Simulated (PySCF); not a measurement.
Input of a response calculation (the driver script's job line, then coordinates in Å):

```
{"job": {"kind": "uv", "xc": "PBE0", "basis": "def2-SVPD", "ip": true}, "charge": 0, "multiplicity": 1}
N      2.557373     0.348315     0.476487
C      1.215426     0.590262     0.291669
C      0.744506     1.883016    -0.000402
C     -0.616738     2.122901    -0.140208
C     -1.553785     1.099933     0.001820
C     -1.078816    -0.177661     0.290377
Br    -2.311534    -1.597671     0.486395
C      0.277152    -0.446766     0.435910
H      3.203252     1.022156     0.089173
H      2.868477    -0.610228     0.400641
H      1.459254     2.702006    -0.113590
H     -0.960606     3.134889    -0.368079
H     -2.622054     1.286185    -0.108614
H      0.610525    -1.460879     0.664881
```

Computed with TDDFT PBE0/def2-SVPD, vertical, gas phase, core orbitals frozen in the response (PySCF). Job line and output are in the format of a driver script around the code.

Q: Give the output without the SCF cycles.

A: 
```
converged SCF energy = -2860.0309278292

Static polarisability (au): isotropic 102.281, principal 61.063 107.970 137.810

Singlet excitations
state   eV       nm        f      main configurations
  1   4.6966    264.0   0.04634   H->L 0.86, H-1->L+1 0.11
  2   5.1740    239.6   0.00052   H->L+2 0.96
  3   5.4611    227.0   0.06974   H->L+1 0.69, H-1->L 0.22
  4   5.6907    217.9   0.00459   H->L+3 0.78, H-1->L+2 0.12
  5   5.7430    215.9   0.00108   H-1->L+2 0.82, H->L+3 0.11
  6   6.0562    204.7   0.24614   H-1->L 0.55, H->L+1 0.18, H-1->L+1 0.11
  7   6.2150    199.5   0.47654   H-1->L+1 0.68, H-1->L 0.08
  8   6.3815    194.3   0.02947   H->L+4 0.68, H->L+5 0.23
  9   6.4574    192.0   0.00032   H-2->L 0.97
 10   6.5587    189.0   0.00327   H->L+5 0.68, H->L+4 0.23

Triplet excitations (Tamm-Dancoff, eV): 3.7704 3.8635 4.3802 4.9862
Vertical ionisation energy (delta-SCF) = 7.9650 eV
```

Isolated species at its PBE0-D3(BJ)/def2-SVP geometry, gas phase. The PBE0/def2-SVPD calculation is non-relativistic and has no spin–orbit coupling, an omission that weighs most on bromine.

H and L stand for HOMO and LUMO.

All these states lie below the vertical ionisation energy of 7.97 eV (ΔSCF).

The values belong to the conformer `[NH2:1][c:2]1[cH:3][cH:4][cH:5][c:6]([Br:7])[cH:8]1`: H–N1–C2–C3 -21°, H–N1–C2–C3 -162°.
